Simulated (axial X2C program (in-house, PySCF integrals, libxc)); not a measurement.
Curves of BiS by EOM-IP-CCSD

Calculated with an in-house all-electron X2C program for linear molecules (integrals from PySCF): two-component X2C with atomic mean-field Coulomb and Gaunt terms, Gaussian nuclei, basis Bi dyall-acv3z, S dyall-av3z with contracted cores.

Energies in eV from the lowest point of the lowest state; states are followed by energy order within each Ω. Reference: BiS⁻, 12 electrons correlated in 94 virtual spinors with an MP2 remainder; levels at this size can be off by some tenths of an eV. Masses 208.980 and 31.972 u.

```
R (Å)  (1)Ω=1/2  (1)Ω=3/2  (2)Ω=1/2  (3)Ω=1/2
2.233    0.1165    2.1594    2.6717    3.5940
2.330    0.0000    1.6201    2.1984    3.1826
2.427    0.0496    1.3025    1.9328    2.9802
2.536    0.2246    1.1331    1.8159    2.9257
2.645    0.4654    1.1010    1.8339    3.0007
2.791    0.8207    1.1959    1.9894    3.2393
```

**Question.** Fit the curves (1)Ω=1/2, (2)Ω=1/2 near their minima.

**Answer.** At EOM-IP-CCSD from BiS⁻ (the fit fixes ωe to about one per cent; ωe of higher roots by this method can be off by ten per cent):

```json
{"state": "(1)Ω=1/2", "Te (cm⁻¹)": "0", "Re (Å)": "2.342", "ωe (cm⁻¹)": "400.7"}
{"state": "(2)Ω=1/2", "Te (cm⁻¹)": "14610", "Re (Å)": "2.572", "ωe (cm⁻¹)": "310.6"}
```

For BiS⁻ at CCSD, and between the minima:

Re = 2.442 Å, ωe = 354.2 cm⁻¹; removing the electron costs 1.822 eV without zero-point terms.

T1 of the reference reaches 0.040 (Lee–Taylor). Curves followed by order can swap character. Number of frozen shells: Bi 5 s, 4 p, 3 d, 1 f; S 2 s, 1 p. Roots with under 60 % one-particle weight at any point are counted in the labels but not shown, and the list ends where the roots sought for some Ω run out; states that need a further excitation are missing and may lie low or lowest. Curves with a minimum but no constants failed the fit check.
